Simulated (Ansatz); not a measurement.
`[SH][InH2]` + `N[Si@H](F)O[Si@@H](N)O` → `[OH][InH][SH]` + `N[SiH2]O[SiH](N)F`  (redistribution)

Computed with Ansatz on PBE0-D4/def2-TZVP structures; ΔE is electronic, products minus reactants. CBS: MP2 limit from def2 TZ/QZ plus the TZ coupled-cluster correction, frozen cores. DFT in def2-TZVPP. B3LYP here is the variant with VWN-RPA as its local correlation; programs differ in this. Elements past krypton have def2 core potentials. For In outer-core shells are correlated without core-valence functions, which leaves a few kJ/mol of doubt a bond. One conformer a species, not always the lowest.

(1) Is it downhill or uphill in electronic energy at CCSD(T)/CBS, and by how much? (Estimate.)

(2) What do these levels give: PBE0-D4, B3LYP-D4, ωB97X-V, B2PLYP, PBE0, HF/def2-TZVPP, MP2/def2-TZVPP, SCS-MP2/def2-TZVPP, CCSD(T)/def2-TZVPP, HF/def2-QZVPP, HF/CBS(def2), MP2/CBS(def2)? (An estimate is asked.)

Largest T1 diagnostic among the species: 0.016.

## Answers

(1) Computed: Uphill: ΔE = +0.86 eV.

(2) Computed: PBE0-D4 0.94, B3LYP-D4 0.92, ωB97X-V 0.92, B2PLYP 0.90, PBE0 0.94, HF/def2-TZVPP 1.09, MP2/def2-TZVPP 0.89, SCS-MP2/def2-TZVPP 0.88, CCSD(T)/def2-TZVPP 0.92, HF/def2-QZVPP 1.08, HF/CBS(def2) 1.08, MP2/CBS(def2) 0.83 eV.

From PBE to PBE0 (25 % exact exchange), in def2-TZVPP and without D4, ΔE moves by +0.11 eV. In def2-TZVPP, CCSD(T) changes the Hartree–Fock value by −0.16 eV (the triples alone add −0.04 eV) and MP2 by −0.20 eV.
